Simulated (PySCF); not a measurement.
How methods differ on the ionisation energy of As(18+)

As(18+) [Ne] 3s2 3p3 (4S) → As(19+) [Ne] 3s2 3p2 (3P), as a difference of total energies. Computed with PySCF 2.14 in an uncontracted even-tempered set (18 s from 1.7 bohr⁻², ratio 2.5; 12 p from 2.2 bohr⁻², ratio 2.5; 5 d from 10 bohr⁻², ratio 2.7; 4 f from 16 bohr⁻², ratio 2.7), with the spin-free X2C one-electron Hamiltonian (Gaussian nucleus). Correlated levels: outer shells: 1s2 frozen; virtual orbitals above 40 to 60 times the deepest correlated orbital energy dropped. The calculations carry no spin-orbit coupling.

```json
{"method": "UHF", "ionisation energy (eV)": "726.51"}
{"method": "LDA", "ionisation energy (eV)": "727.28"}
{"method": "PBE", "ionisation energy (eV)": "727.35"}
{"method": "PBE0", "ionisation energy (eV)": "727.48"}
{"method": "r2SCAN", "ionisation energy (eV)": "727.99"}
{"method": "B2PLYP", "ionisation energy (eV)": "727.33"}
{"method": "SCS-MP2 (outer shells)", "ionisation energy (eV)": "726.86"}
```

Estimate what MP2 (outer shells) gives.

727.11 eV, closest to LDA among the rows shown.

Estimate what TPSSh gives.

727.51 eV, closest to PBE0 among the rows shown.

Spin-orbit coupling is strong in these open shells (close to jj coupling). The scalar numbers leave it out and a first-order estimate fails, so it can dominate the gap to the real levels.

Breit and QED terms and the two-electron picture change are absent.

For comparison: 728.9 ± 2.2 eV (semi-empirical (NIST evaluation); NIST Atomic Spectra Database, ionization energies).
